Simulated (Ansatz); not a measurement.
Consider the formal hydrolysis of a Ge–Si bond: `[F][GeH2][SiH2]Cl` + H₂O → `[OH][GeH2][F]` + `[SiH3]Cl`.

Calculated with Ansatz (gas phase, PBE0-D4/def2-TZVP geometries, no zero-point term in ΔE). CCSD(T)/CBS is the MP2 limit (def2-TZVPP, def2-QZVPP) plus CCSD(T) − MP2 in def2-TZVPP, frozen cores. This one scheme is used for every species. Functionals use def2-TZVPP. For Ge outer-core shells are correlated without core-valence functions, which leaves a few kJ/mol of doubt a bond. Scalar relativity is left out up to krypton. Each species was taken in one conformer, which may not be the lowest.

```json
{"level": "revPBE-D4", "ΔE (kJ/mol)": "-21.4"}
{"level": "B97M-V", "ΔE (kJ/mol)": "-37.7"}
{"level": "PBE", "ΔE (kJ/mol)": "-24.5"}
{"level": "revPBE", "ΔE (kJ/mol)": "-25.0"}
{"level": "r2SCAN", "ΔE (kJ/mol)": "-35.9"}
{"level": "LC-ωPBE", "ΔE (kJ/mol)": "-36.4"}
{"level": "HF/def2-TZVPP", "ΔE (kJ/mol)": "-59.6"}
{"level": "SCS-MP2/def2-QZVPP", "ΔE (kJ/mol)": "-46.9"}
```

(1) What does CCSD(T)/CBS give? (Best estimate.)

Largest T1 diagnostic among the species: 0.012.

## Answers

(1) Computed: -33.8 kJ/mol. The listed levels differ from it by 12.4, -3.9, 9.3, 8.8, -2.1, -2.6, -25.8, -13.1 kJ/mol.

Leaving LDA and LC-ωPBE aside and taking each functional with its dispersion term where it has one, the values, not all of them listed here, spread over 23.1 kJ/mol, from B2PLYP to PBE-D4. From PBE to PBE0 (25 % exact exchange), in def2-TZVPP and without D4, ΔE moves by −3.2 kJ/mol. In def2-TZVPP, CCSD(T) changes the Hartree–Fock value by +18.4 kJ/mol (the triples alone add +1.4 kJ/mol) and MP2 by +14.2 kJ/mol.
